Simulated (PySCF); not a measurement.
C4H10O, charge -1, doublet, at the geometry of the source list (a state made from the parent by changing its charge; the spin is typed, not shown lowest) (in this run its highest filled SCF level lies above zero, so its values depend strongly on the basis, on diffuse functions most of all); R2SCAN/STO-3G (PySCF).

Input for PySCF:
```python
from pyscf import gto, scf, dft

mol = gto.M(
    atom='''
C    -2.19060000   -0.09530000    0.21800000
C    -0.85850000   -0.04340000   -0.51960000
C     0.31850000    0.01870000    0.44880000
C     1.65600000    0.07090000   -0.28060000
O     2.69010000    0.12660000    0.68120000
H    -2.23690000   -0.97320000    0.85780000
H    -3.01690000   -0.13920000   -0.48710000
H    -2.31530000    0.78760000    0.84010000
H    -0.83720000    0.83350000   -1.17070000
H    -0.75880000   -0.92780000   -1.15310000
H     0.23690000    0.90320000    1.08190000
H     0.31520000   -0.85680000    1.09950000
H     1.69000000    0.95740000   -0.93150000
H     1.76920000   -0.82190000   -0.91370000
H     3.53840000    0.15980000    0.22900000
''',
    basis='sto-3g',
    charge=-1,
    spin=1,
    verbose=4,
)

mf = dft.UKS(mol)
mf.xc = 'r2scan'
mf.conv_tol = 1e-11
mf.kernel()
```

It wrote (shortened):

```
PySCF version 2.14.0

[INPUT] verbose = 4
[INPUT] num. atoms = 15
[INPUT] num. electrons = 43
[INPUT] charge = -1
[INPUT] spin (= nelec alpha-beta = 2S) = 1
[INPUT] symmetry False subgroup None
[INPUT] Mole.unit = angstrom
[INPUT] Symbol           X                Y                Z      unit          X                Y                Z       unit  Magmom
[INPUT]  1 C     -2.190600000000  -0.095300000000   0.218000000000 AA   -4.139634048472  -0.180090899671   0.411960295155 Bohr   0.0
[INPUT]  2 C     -0.858500000000  -0.043400000000  -0.519600000000 AA   -1.622329877939  -0.082014113806  -0.981901694324 Bohr   0.0
[INPUT]  3 C      0.318500000000   0.018700000000   0.448800000000 AA    0.601877770674   0.035337878529   0.848109084705 Bohr   0.0
[INPUT]  4 C      1.656000000000   0.070900000000  -0.280600000000 AA    3.129386462280   0.133981582232  -0.530257150553 Bohr   0.0
[INPUT]  5 O      2.690100000000   0.126600000000   0.681200000000 AA    5.083552247692   0.239239327370   1.287281436054 Bohr   0.0
[INPUT]  6 H     -2.236900000000  -0.973200000000   0.857800000000 AA   -4.227128368040  -1.839081464427   1.621007069652 Bohr   0.0
[INPUT]  7 H     -3.016900000000  -0.139200000000  -0.487100000000 AA   -5.701114745200  -0.263049876539  -0.920485595276 Bohr   0.0
[INPUT]  8 H     -2.315300000000   0.787600000000   0.840100000000 AA   -4.375282896205   1.488348295707   1.587558917247 Bohr   0.0
[INPUT]  9 H     -0.837200000000   0.833500000000  -1.170700000000 AA   -1.582078711486   1.575086724825  -2.212302374028 Bohr   0.0
[INPUT] 10 H     -0.758800000000  -0.927800000000  -1.153100000000 AA   -1.433924183320  -1.753287898371  -2.179043194236 Bohr   0.0
[INPUT] 11 H      0.236900000000   0.903200000000   1.081900000000 AA    0.447676118909   1.706800635707   2.044494694167 Bohr   0.0
[INPUT] 12 H      0.315200000000  -0.856800000000   1.099500000000 AA    0.595641674463  -1.619117343527   2.077753873959 Bohr   0.0
[INPUT] 13 H      1.690000000000   0.957400000000  -0.931500000000 AA    3.193637150515   1.809223791659  -1.760279885032 Bohr   0.0
[INPUT] 14 H      1.769200000000  -0.821900000000  -0.913700000000 AA    3.343303459581  -1.553165901780  -1.726642760015 Bohr   0.0
[INPUT] 15 H      3.538400000000   0.159800000000   0.229000000000 AA    6.686606919161   0.301978234705   0.432747282525 Bohr   0.0

nuclear repulsion = 185.57362546393
number of shells = 25
number of NR pGTOs = 105
number of NR cGTOs = 35
basis = sto-3g
ecp = {}

******** <class 'pyscf.dft.uks.UKS'> ********
method = UKS
initial guess = minao
damping factor = 0
level_shift factor = 0
DIIS = <class 'pyscf.scf.diis.CDIIS'>
diis_start_cycle = 1
diis_space = 8
diis_damp = 0
SCF conv_tol = 1e-11
SCF conv_tol_grad = None
SCF max_cycles = 50
direct_scf = True
direct_scf_tol = 1e-13
number electrons alpha = 22  beta = 21
XC library pyscf.dft.libxc version 7.1.2
    S. Lehtola, C. Steigemann, M. J. T. Oliveira, and M. A. L. Marques,  SoftwareX 7, 1–5 (2018)
XC functionals = r2scan
    J. W. Furness, A. D. Kaplan, J. Ning, J. P. Perdew, and J. Sun,  J. Phys. Chem. Lett. 11, 8208–8215 (2020)
    J. W. Furness, A. D. Kaplan, J. Ning, J. P. Perdew, and J. Sun,  J. Phys. Chem. Lett. 11, 9248–9248 (2020)
    J. W. Furness, A. D. Kaplan, J. Ning, J. P. Perdew, and J. Sun,  J. Phys. Chem. Lett. 11, 8208–8215 (2020)
    J. W. Furness, A. D. Kaplan, J. Ning, J. P. Perdew, and J. Sun,  J. Phys. Chem. Lett. 11, 9248–9248 (2020)
radial grids:
    Treutler-Ahlrichs [JCP 102, 346 (1995); DOI:10.1063/1.469408] (M4) radial grids

becke partition: Becke, JCP 88, 2547 (1988); DOI:10.1063/1.454033
pruning grids: <function nwchem_prune>
grids dens level: 3
symmetrized grids: False
atomic radii adjust function: <function treutler_atomic_radii_adjust>
small_rho_cutoff = 0
Set gradient conv threshold to 3.16228e-06
tot grids = 168640
init E= -230.819269488387

cycle= 1 E= -230.004640775844  delta_E= 0.815  |g|= 0.463  |ddm|= 3.67
cycle= 2 E= -229.775394276139  delta_E= 0.229  |g|= 0.671  |ddm|=  3.7
cycle= 3 E= -230.14199109758  delta_E= -0.367  |g|= 0.184  |ddm|= 3.55
cycle= 4 E= -230.167342266593  delta_E= -0.0254  |g|= 0.125  |ddm|= 1.73
cycle= 5 E= -230.182147888812  delta_E= -0.0148  |g|= 0.0255  |ddm|= 0.625
cycle= 6 E= -230.182490170107  delta_E= -0.000342  |g|= 0.0125  |ddm|= 0.0895
cycle= 7 E= -230.182621166498  delta_E= -0.000131  |g|= 0.00198  |ddm|= 0.0529
cycle= 8 E= -230.182624778998  delta_E= -3.61e-06  |g|= 0.000828  |ddm|= 0.00824
cycle= 9 E= -230.182625274202  delta_E= -4.95e-07  |g|= 0.000327  |ddm|= 0.00317
cycle= 10 E= -230.182625377398  delta_E= -1.03e-07  |g|= 0.000128  |ddm|= 0.00209
cycle= 11 E= -230.182625390035  delta_E= -1.26e-08  |g|= 3.66e-05  |ddm|= 0.000472
cycle= 12 E= -230.182625391188  delta_E= -1.15e-09  |g|= 1.13e-05  |ddm|= 0.000145
cycle= 13 E= -230.182625391236  delta_E= -4.75e-11  |g|= 8.09e-06  |ddm|= 7.06e-05
cycle= 14 E= -230.182625391233  delta_E= 3.01e-12  |g|= 8.79e-06  |ddm|= 0.000106
cycle= 15 E= -230.18262539132  delta_E= -8.69e-11  |g|= 1.68e-06  |ddm|= 4.85e-05
cycle= 16 E= -230.182625391322  delta_E= -1.99e-12  |g|= 7.72e-07  |ddm|= 8.64e-06
Extra cycle  E= -230.182625391319  delta_E= 2.73e-12  |g|= 1.7e-06  |ddm|= 1.09e-05
converged SCF energy = -230.182625391319  <S^2> = 0.75234992  2S+1 = 2.0023485
```
